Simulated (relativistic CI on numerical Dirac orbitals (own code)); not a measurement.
**Pm⁺: calculation against measurement**

Computed by Dirac-Coulomb-Breit CI, KLI orbitals optimised for each configuration, model QED, valence Slater integrals scaled by 0.85, P86 correlation energy added to each configuration (own radial code, finite nucleus).

Configuration list (outside the closed core [Xe]): 4f⁵6s, 4f⁵6p, 4f⁴6s², 4f³6s²5d, 4f⁵7s, 4f³6s7s², 4f⁴7s², 4f³6s²7s. The list is cut by size and lacks configurations that can hold low levels.

| Configuration | Term (tabulated) | J | Measured (cm⁻¹) | Computed | Error | Purity (%) |
| --- | --- | --- | --- | --- | --- | --- |
| 4f⁵6s | 7H° | 2 | 0.0 | 0 | 0 | 97 |
| 4f⁵6s | 7H° | 3 | 446.4 | 494 | 48 | 93 |
| 4f⁵6s | 7H° | 4 | 1133.5 | 1186 | 52 | 93 |
| 4f⁵6s | 5H° | 3 | 1603.0 | 2270 | 667 | 92 |
| 4f⁵6s | 7H° | 5 | 1983.5 | 2035 | 51 | 94 |
| 4f⁵6s | 5H° | 4 | 2666.8 | 3349 | 682 | 93 |
| 4f⁵6s | 7H° | 6 | 2950.3 | 3003 | 52 | 95 |
| 4f⁵6s | 5H° | 5 | 3812.3 | 4527 | 715 | 94 |
| 4f⁵6s | 7H° | 7 | 4000.2 | 4057 | 57 | 96 |
| 4f⁵6s | 5H° | 6 | 5017.8 | 5772 | 755 | 94 |
| 4f⁵6s | 7F° | 0 | 5280.9 | 5727 | 446 | 97 |
| 4f⁵6s | 7F° | 1 | 5391.5 | 5837 | 446 | 96 |
| 4f⁵6s | 7F° | 2 | 5632.4 | 6082 | 450 | 95 |
| 4f⁵6s | 7F° | 3 | 6048.5 | 6507 | 459 | 93 |
| 4f⁵6s | 5F° | 1 | 6629.4 | 7775 | 1145 | 97 |
| 4f⁵6s | 7F° | 4 | 6705.2 | 7176 | 471 | 94 |
| 4f⁵6s | 5F° | 2 | 7012.9 | 8151 | 1138 | 94 |
| 4f⁵6s | 5F° | 3 | 7701.1 | 8850 | 1149 | 93 |
| 4f⁵6p | 7I | 3 | 23261.3 | 21061 | -2200 | 90 |
| 4f⁵6p | 7I | 4 | 24157.2 | 21871 | -2286 | 91 |
| 4f⁵6p | 7I | 5 | 25015.7 | 22823 | -2193 | 92 |
| 4f⁵6p | 7I | 6 | 26027.6 | 23887 | -2141 | 92 |
| 4f⁵6p | 7I | 7 | 27110.1 | 25044 | -2066 | 91 |

Measured levels from NIST Handbook of Basic Atomic Spectroscopic Data (Sansonetti and Martin, J. Phys. Chem. Ref. Data 34, 1559 (2005)); pairs were made by configuration, J and term (by order where the table uses no LS term), so strongly mixed levels may be paired wrongly.

Mean error by configuration (cm⁻¹): 4f⁵6s 517; 4f⁵6p -2177. Over the excited levels the mean absolute error is 894 cm⁻¹ (22 of the 33 excited levels that our extract of the source holds in range could be paired, and the others can miss by more), and the median relative error of those above 1,000 cm⁻¹ is 8.4 %. Some levels of the ground configuration have no partner.
